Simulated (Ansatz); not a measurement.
```yaml
crystal:
  periodic: [false, false, false]
  atoms:
    - {symbol: O, position_ang: [-1.494168, 1.244517, -0.182681]}
    - {symbol: Ge, position_ang: [0.041347, 0.763733, 0.273342]}
    - {symbol: O, position_ang: [0.242546, -0.930546, 1.014023]}
    - {symbol: Al, position_ang: [1.221947, -1.310679, -0.581092]}
    - {symbol: H, position_ang: [-2.314760, 1.053159, -0.812249]}
    - {symbol: H, position_ang: [0.707345, 1.535448, 1.371439]}
    - {symbol: H, position_ang: [1.809050, -2.114097, -1.479107]}
basis:
  gaussian: {orbitals: pcseg-2, nuclear_model: gaussian}
magnetization: {spin_polarized: true, initial_magnetization: 0}
hamiltonian: {xc: {name: PBE0}, dispersion: d3bjatm}
relax: {f_tol: 0.001, max_steps: 1}
output: {forces: true}
```

```sh
$ ansatz run in.yaml --threads 2 --pin off --events-out ev --progress --plain --max-ram 4352MiB
```

Shortened log:

```
Functional definition: PBE0
  name "PBE0"
  cite "Adamo & Barone, J. Chem. Phys. 110, 6158 (1999) doi:10.1063/1.478522"
  cite "Perdew, Burke & Ernzerhof, Phys. Rev. Lett. 77, 3865 (1996) doi:10.1103/PhysRevLett.77.3865"
  parent pbe
  parameter a = 0.25
  parameter kappa = 0.804
  parameter beta = 0.06672455060314922
  exchange = (1 - a)*pbe_x(kappa = kappa, mu = beta*pi^2/3) + a*exact_x
  correlation = pbe_c(beta = beta)
1133 factors; their error is unknown
mean field evaluation 1: about -67232.3004 eV, gradient 6.0e1 eV
mean field evaluation 2: about -67089.7452 eV, gradient 1.5e2 eV
mean field evaluation 4: about -67243.4084 eV, gradient 2.3e1 eV
mean field evaluation 8: about -67245.0966 eV, gradient 1.7e-1 eV
mean field evaluation 16: about -67245.3772 eV, gradient 2.6e-4 eV
mean field -67245.37722681 eV, -2471.2220325316 hartree, gradient 1.7e-5 eV, S^2 0.000000; 1 other end points of the search recorded, 0 dependent functions left out
the calculation of the forces begins
reference -67245.37727005 eV, -2471.2220341205 hartree; 32, 32 occupied and 147, 147 virtual orbitals, 1133 factors
relax step   1: F+E_penalty+E_count = -67245.48538916 eV  Δ(F+E_penalty+E_count) = +0.000e0 eV  max|allowed force component| = 5.892e0 eV/Å  Δτ_max = 0.0000 Å  (41 SCF iters, accepted)
Error: geometry relaxation did not converge after 1 steps: max|allowed force component| = 5.89e0 eV/Å (threshold 1.0e-3). Raise `relax.max_steps` over both its present limit and 1, loosen `relax.f_tol`, or start from a geometry closer to equilibrium. Where this run's directory can be resumed (`checkpoint.write`), a resume goes on for up to `relax.max_steps` more
```

What is wrong with this run?

The relaxation is allowed too few steps for its threshold. The run did not converge.
